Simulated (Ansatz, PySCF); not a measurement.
This triplet is an excited state, 2.33 eV above the relaxed singlet at the level frozen-core CCSD(T)/cc-pVTZ // B3LYP-D3(BJ)/def2-TZVP (Ansatz, a quantum-chemistry and plane-wave program).

Cartesian coordinates (Å):
```xyz
5

N      2.5410     0.0153    -0.4553
C      1.4259     0.2852    -0.2875
Ge    -0.3668     0.8525     0.0043
O     -1.6205    -0.3995    -0.2913
H     -1.9795    -0.7535     0.5333
```
Charge 0, spin multiplicity 3.

Question: What is the computed total energy, dipole moment and highest occupied spin orbital (PBE-D3(BJ)/def2-TZVP // B3LYP-D3(BJ)/def2-TZVP in PySCF)?

Answer: 
The total energy is -2245.1783 Ha and the dipole moment is 3.99 D. The highest occupied spin orbital is -4.87 eV.
